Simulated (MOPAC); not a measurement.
MOPAC input (PM7):

```
PM7 PRECISE GNORM=0.05 LET XYZ UHF MS=0.5 GEO-OK AUX(PRECISION=9) THREADS=1
C5H7Si

Si    2.11270100 1    0.01127200 1    0.07580500 1
C     0.25507000 1    0.01881200 1    0.00139200 1
C    -0.58221900 1   -0.96502200 1    0.40683200 1
C    -2.01719100 1   -0.57488400 1    0.17846200 1
C    -1.91668900 1    0.80720400 1   -0.43224800 1
C    -0.61777900 1    1.07680200 1   -0.50243900 1
H     2.69121700 1    0.15632800 1   -1.28073700 1
H     2.60737500 1    1.13091700 1    0.91104100 1
H     2.55297800 1   -1.27458000 1    0.66441000 1
H    -0.28635500 1   -1.91134400 1    0.83893800 1
H    -2.52510700 1   -1.28021300 1   -0.48972700 1
H    -2.58650600 1   -0.56650500 1    1.11534800 1
H    -2.75858100 1    1.41010700 1   -0.73253800 1
```

Output:

```
 *******************************************************************************
 **                                                                           **
 **                              MOPAC v23.2.5                                **
 **                                                                           **
 *******************************************************************************
 ** MOPAC's Digital Object Identifier: https://doi.org/10.5281/zenodo.6511958 **
 **                                                                           **
 ** Please cite the open-source release paper for use of this MOPAC version:  **
 ** J. E. Moussa and J. J. P. Stewart (2026)                                  **
 ** MOPAC: An open-source semiempirical molecular orbital program             **
 ** J. Open Source Softw., 11(119), 8025, https://doi.org/10.21105/joss.08025 **
 *******************************************************************************

                              PM7 CALCULATION RESULTS

 *******************************************************************************
 *  PM7        - The PM7 Hamiltonian to be used
 *  GEO-OK     - OVERRIDE INTERATOMIC DISTANCE AND OTHER SAFETY CHECKS
 *  UHF        - UNRESTRICTED HARTREE-FOCK CALCULATION
 *  MS=        - IN MECI, MAGNETIC COMPONENT OF SPIN =  0.5
 *  LET        - OVERRIDE SOME SAFETY CHECKS
 *  PRECISE    - TIGHTER CRITERIA TO BE USED
 *  XYZ        - CARTESIAN COORDINATE SYSTEM TO BE USED
 *  GNORM      - EXIT WHEN GRADIENT NORM DROPS BELOW 0.050
 *  AUX        - OUTPUT AUXILIARY INFORMATION
 *******************************************************************************
PM7 PRECISE GNORM=0.05 LET XYZ UHF MS=0.5 GEO-OK AUX(PRECISION=9) THREADS=1
 C5H7Si

   ATOM   CHEMICAL          X               Y               Z
  NUMBER   SYMBOL      (ANGSTROMS)     (ANGSTROMS)     (ANGSTROMS)

     1      Si          2.11270100  *   0.01127200  *   0.07580500  *
     2       C          0.25507000  *   0.01881200  *   0.00139200  *
     3       C         -0.58221900  *  -0.96502200  *   0.40683200  *
     4       C         -2.01719100  *  -0.57488400  *   0.17846200  *
     5       C         -1.91668900  *   0.80720400  *  -0.43224800  *
     6       C         -0.61777900  *   1.07680200  *  -0.50243900  *
     7       H          2.69121700  *   0.15632800  *  -1.28073700  *
     8       H          2.60737500  *   1.13091700  *   0.91104100  *
     9       H          2.55297800  *  -1.27458000  *   0.66441000  *
    10       H         -0.28635500  *  -1.91134400  *   0.83893800  *
    11       H         -2.52510700  *  -1.28021300  *  -0.48972700  *
    12       H         -2.58650600  *  -0.56650500  *   1.11534800  *
    13       H         -2.75858100  *   1.41010700  *  -0.73253800  *

          CARTESIAN COORDINATES

    NO.       ATOM           X           Y           Z

     1        Si          2.1127      0.0113      0.0758
     2         C          0.2551      0.0188      0.0014
     3         C         -0.5822     -0.9650      0.4068
     4         C         -2.0172     -0.5749      0.1785
     5         C         -1.9167      0.8072     -0.4322
     6         C         -0.6178      1.0768     -0.5024
     7         H          2.6912      0.1563     -1.2807
     8         H          2.6074      1.1309      0.9110
     9         H          2.5530     -1.2746      0.6644
    10         H         -0.2864     -1.9113      0.8389
    11         H         -2.5251     -1.2802     -0.4897
    12         H         -2.5865     -0.5665      1.1153
    13         H         -2.7586      1.4101     -0.7325

 General Reference for PM7:
 "Optimization of Parameters for Semiempirical Methods VI: More Modifications to the
 NDDO Approximations and Re-optimization of Parameters", J. J. P. Stewart, J. Mol. Mod., 1:32, 19 (2013)
 https://link.springer.com/article/10.1007/s00894-012-1667-x

           Empirical Formula: C5 H7 Si  =    13 atoms

      MOLECULAR POINT GROUP   :   Cs

          UHF CALCULATION, NO. OF ALPHA ELECTRONS =   16
                           NO. OF BETA  ELECTRONS =   15

          Geometry optimization using EF

          DIAGONAL MATRIX USED AS START HESSIAN

 CYCLE:     1  GRAD.:    64.716 HEAT:  88.24377
 CYCLE:     2  GRAD.:   234.882 HEAT:  101.7406
 CYCLE:     3  GRAD.:   408.563 HEAT:  113.3869
 CYCLE:     4  GRAD.:   513.934 HEAT:  118.0725
 CYCLE:     5  GRAD.:   239.073 HEAT:  108.3613
 CYCLE:     6  GRAD.:   522.614 HEAT:  109.6066
 CYCLE:     7  GRAD.:   472.796 HEAT:  123.3637
 CYCLE:     8  GRAD.:   188.451 HEAT:  95.61255
 CYCLE:     9  GRAD.:   200.589 HEAT:  99.97092
 CYCLE:    10  GRAD.:   379.321 HEAT:  107.6492
 CYCLE:    11  GRAD.:   241.030 HEAT:  106.7994
 CYCLE:    12  GRAD.:   191.792 HEAT:  96.91191
 CYCLE:    13  GRAD.:   203.471 HEAT:  103.6037
 CYCLE:    14  GRAD.:   366.241 HEAT:  99.85512
 CYCLE:    15  GRAD.:   164.909 HEAT:  95.83525
 CYCLE:    16  GRAD.:   300.543 HEAT:  107.6961
 CYCLE:    17  GRAD.:   164.803 HEAT:  97.35094
 CYCLE:    18  GRAD.:   147.032 HEAT:  96.98700
 CYCLE:    19  GRAD.:    91.123 HEAT:  88.58781
 CYCLE:    20  GRAD.:    80.346 HEAT:  88.70567
 CYCLE:    21  GRAD.:    35.455 HEAT:  85.80217
 CYCLE:    22  GRAD.:    54.424 HEAT:  86.48771
 CYCLE:    23  GRAD.:    16.049 HEAT:  85.31192
 CYCLE:    24  GRAD.:    19.565 HEAT:  85.35493
 CYCLE:    25  GRAD.:     4.690 HEAT:  85.17154
 CYCLE:    26  GRAD.:    16.897 HEAT:  85.26928
 CYCLE:    27  GRAD.:     3.370 HEAT:  85.15558
 CYCLE:    28  GRAD.:     5.653 HEAT:  85.16392
 CYCLE:    29  GRAD.:     1.291 HEAT:  85.13646
 CYCLE:    30  GRAD.:     1.347 HEAT:  85.12537
 CYCLE:    31  GRAD.:     2.646 HEAT:  85.09840
 CYCLE:    32  GRAD.:     2.784 HEAT:  85.09277
 CYCLE:    33  GRAD.:     1.720 HEAT:  85.09100
 CYCLE:    34  GRAD.:     0.228 HEAT:  85.08800
 CYCLE:    35  GRAD.:     0.202 HEAT:  85.08793
 CYCLE:    36  GRAD.:     0.096 HEAT:  85.08787
 CYCLE:    37  GRAD.:     0.131 HEAT:  85.08785
 CYCLE:    38  GRAD.:     0.053 HEAT:  85.08783
 CYCLE:    39  GRAD.:     0.044 HEAT:  85.08783

     GRADIENT =  0.04426 IS LESS THAN CUTOFF =  0.05000

 -------------------------------------------------------------------------------
 PM7 PRECISE GNORM=0.05 LET XYZ UHF MS=0.5 GEO-OK AUX(PRECISION=9) THREADS=1
 C5H7Si

     GEOMETRY OPTIMISED USING EIGENVECTOR FOLLOWING (EF).
     SCF FIELD WAS ACHIEVED

                              PM7 CALCULATION
                                                       MOPAC v23.2.5 Linux

          FINAL HEAT OF FORMATION =         85.08783 KCAL/MOL =     356.00748 KJ/MOL

          COSMO AREA              =        145.70 SQUARE ANGSTROMS
          COSMO VOLUME            =        140.19 CUBIC ANGSTROMS

          GRADIENT NORM           =          0.04426          =       0.01227 PER ATOM
          IONIZATION POTENTIAL    =          9.503991 EV
          ALPHA SOMO LUMO (EV)    =         -9.504 -0.011
          BETA  SOMO LUMO (EV)    =         -9.529  0.062
          NO. OF ALPHA ELECTRONS  =         16
          NO. OF BETA  ELECTRONS  =         15
          MOLECULAR WEIGHT        =         95.1958         POINT GROUP:  Cs

          MOLECULAR DIMENSIONS (Angstroms)

            Atom       Atom       Distance
            H    13    H     9     6.08684
            H    12    H     7     4.43400
            H    11    H     8     3.66457

          SCF CALCULATIONS        =         40

   ATOM   CHEMICAL          X               Y               Z
  NUMBER   SYMBOL      (ANGSTROMS)     (ANGSTROMS)     (ANGSTROMS)

     1      Si          2.07316177  *   0.04967737  *   0.05720738  *
     2       C          0.28223570  *  -0.04393311  *   0.03032930  *
     3       C         -0.59406477  *  -1.01128409  *   0.42694114  *
     4       C         -2.02809564  *  -0.56054674  *   0.17168459  *
     5       C         -1.86507649  *   0.82932882  *  -0.44015878  *
     6       C         -0.54855662  *   1.01326071  *  -0.47149717  *
     7       H          2.58396298  *   0.22145344  *  -1.29556403  *
     8       H          2.50128335  *   1.18253047  *   0.86577552  *
     9       H          2.64797097  *  -1.16364945  *   0.61872934  *
    10       H         -0.40847708  *  -1.97513697  *   0.86265390  *
    11       H         -2.55293430  *  -1.24563170  *  -0.51759017  *
    12       H         -2.61511300  *  -0.52347117  *   1.10655850  *
    13       H         -2.68532724  *   1.43566364  *  -0.74107670  *

                             CARTESIAN COORDINATES

   1   Si        2.073161770     0.049677368     0.057207381
   2    C        0.282235696    -0.043933108     0.030329299
   3    C       -0.594064769    -1.011284092     0.426941143
   4    C       -2.028095641    -0.560546736     0.171684588
   5    C       -1.865076492     0.829328816    -0.440158779
   6    C       -0.548556617     1.013260707    -0.471497169
   7    H        2.583962982     0.221453441    -1.295564029
   8    H        2.501283355     1.182530474     0.865775516
   9    H        2.647970966    -1.163649446     0.618729339
  10    H       -0.408477078    -1.975136968     0.862653900
  11    H       -2.552934303    -1.245631703    -0.517590167
  12    H       -2.615113005    -0.523471168     1.106558502
  13    H       -2.685327236     1.435663639    -0.741076701

           Empirical Formula: C5 H7 Si  =    13 atoms

      MOLECULAR POINT GROUP   :   Cs

          ALPHA EIGENVALUES
 -31.13818 -24.89262 -23.92238 -19.47941 -18.71153 -16.95825 -15.63259 -15.36040
 -13.65092 -13.17658 -12.81396 -12.34249 -11.91477 -11.25987  -9.89948  -9.50399
  -0.01145   1.59923   1.86348   2.58919   2.84476   3.45444   3.94065   4.61093
   5.23756   5.50114   5.80129   5.93981   6.03016   6.37937   8.25023  21.18466
  21.21514  21.98953  22.03762  22.44812

           BETA EIGENVALUES
 -31.08330 -24.85968 -23.68191 -19.39023 -18.70520 -16.61785 -15.33173 -15.25047
 -13.57320 -13.08351 -12.82428 -12.31584 -11.86257 -11.09451  -9.52887   0.06238
   0.25765   1.86301   1.92288   2.61079   2.85098   3.55043   4.03910   4.79568
   5.24558   5.60157   5.84136   5.95891   6.06776   6.38286   8.24807  21.18614
  21.21311  21.97831  22.04182  22.44704

              NET ATOMIC CHARGES AND DIPOLE CONTRIBUTIONS

  ATOM NO.   TYPE          CHARGE      No. of ELECS.   s-Pop       p-Pop       d-Pop
    1         Si           0.061019        3.9390     0.89924     2.90373     0.13601
    2          C          -0.260388        4.2604     1.09904     3.16134
    3          C          -0.086728        4.0867     1.10571     2.98102
    4          C          -0.283957        4.2840     1.06505     3.21891
    5          C          -0.258934        4.2589     1.09370     3.16523
    6          C           0.051186        3.9488     1.21415     2.73466
    7          H           0.038941        0.9611     0.96106
    8          H           0.038941        0.9611     0.96106
    9          H           0.033301        0.9667     0.96670
   10          H           0.152305        0.8477     0.84770
   11          H           0.172696        0.8273     0.82730
   12          H           0.172701        0.8273     0.82730
   13          H           0.168919        0.8311     0.83108
 DIPOLE           X         Y         Z       TOTAL
 POINT-CHG.     0.063    -1.198     0.535     1.314
 HYBRID        -1.092    -0.216     0.054     1.115
 SUM           -1.029    -1.414     0.590     1.846

          ATOMIC ORBITAL ELECTRON POPULATIONS

     Atom    s        px        py        pz      x^2-y^2     xz        z^2       yz        xy
    1 Si   0.89924   0.81458   1.04145   1.04770   0.03342   0.02769   0.02428   0.02052   0.03009
    2  C   1.09904   1.11571   1.00003   1.04560
    3  C   1.10571   0.97333   1.03700   0.97068
    4  C   1.06505   1.04879   1.03739   1.13273
    5  C   1.09370   1.04751   1.01805   1.09967
    6  C   1.21415   0.93744   0.88954   0.90769
    7  H   0.96106
    8  H   0.96106
    9  H   0.96670
   10  H   0.84770
   11  H   0.82730
   12  H   0.82730
   13  H   0.83108

                    (SZ)    =    0.500000
                    (S**2)  =    0.812811

          ATOMIC ORBITAL SPIN POPULATIONS

    Atom   Total    s     px     py     pz   x^2-y^2  xz     z^2    yz     xy
         Atomic
    1 Si  0.0076  0.001  0.005  0.001  0.002 -0.000 -0.001 -0.000 -0.000 -0.000
    2  C -0.0971  0.002 -0.009 -0.013 -0.077
    3  C  0.1610  0.012  0.007  0.034  0.107
    4  C  0.0674  0.012  0.001  0.044  0.010
    5  C -0.2422 -0.005 -0.005 -0.051 -0.181
    6  C  1.1086  0.157  0.152  0.548  0.251
    7  H -0.0025 -0.002
    8  H -0.0025 -0.002
    9  H -0.0006 -0.001
   10  H -0.0020 -0.002
   11  H -0.0037 -0.004
   12  H -0.0037 -0.004
   13  H  0.0096  0.010

 **********************
 *                    *
 * JOB ENDED NORMALLY *
 *                    *
 **********************

 == MOPAC DONE ==
```

The geometry given is a B3LYP-D3(BJ)/def2-TZVP minimum.
